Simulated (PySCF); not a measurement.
**Ionisation energy of Cr by level of theory**

Cr [Ar] 3d5 4s1 (7S) → Cr⁺ [Ar] 3d5 (6S), as a difference of total energies. All numbers are calculated (PySCF 2.14, the spin-free X2C one-electron Hamiltonian (Gaussian nucleus), in x2c-SVPall (5s3p3d1f, 36 functions)). Correlated levels: valence: [Ar] frozen. The calculations carry no spin-orbit coupling.

```csv
method,ionisation energy (eV)
UHF,6.029
r2SCAN,7.351
B3LYP,7.120
MP2 (valence),6.327
SCS-MP2 (valence),6.128
```

**Question.** How much does correlation contribute at MP2 (valence)?

**Answer.** 6.327 − (6.029) = 0.298 eV, measured against UHF.

Errors of the correlated levels include the incompleteness of this basis and the frozen core.

For comparison: 6.767 eV (measured; NIST Atomic Spectra Database, ionization energies).
